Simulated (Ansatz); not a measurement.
System: PH5, net charge 0, singlet state. SMILES: [H][P@TB7]([H])([H])([H])[H]
Coordinates optimised at B3LYP-D3(BJ)/def2-TZVP (Ansatz, a first-principles code):
```
P
H 1 1.4251
H 1 1.4251 2 120.00
H 1 1.4251 2 120.00 3 -180.00
H 1 1.4787 2 90.00 4 -90.00
H 1 1.4787 2 90.00 5 180.00
```
Charge 0, spin multiplicity 1.

Atomisation energy built up term by term with Ansatz (kcal/mol; UHF references for open shells; valence terms freeze the core; atomic spin-orbit terms are left out). CBS(X,Y): correlation extrapolated as X^-3; Hartree-Fock from the larger set.

| term | basis | kcal/mol |
|---|---|---|
| Hartree-Fock | def2-QZVPPD | 215.88 |
| CCSD correlation | CBS(def2-TZVPPD,def2-QZVPPD) | 95.34 |
| (T) | CBS(def2-TZVPPD,def2-QZVPPD) | 1.91 |
| CCSDT - CCSD(T) | cc-pV(D+d)Z | 0.27 |
| core correlation | cc-pwCVTZ | -0.14 |
| scalar relativity (X2C) | cc-pVTZ-DK against cc-pVTZ | -1.08 |
| sum: De |  | 312.2 |

(T) makes 0.6 % of the CCSD(T) atomisation energy; under 5 % is typical of single-reference molecules.
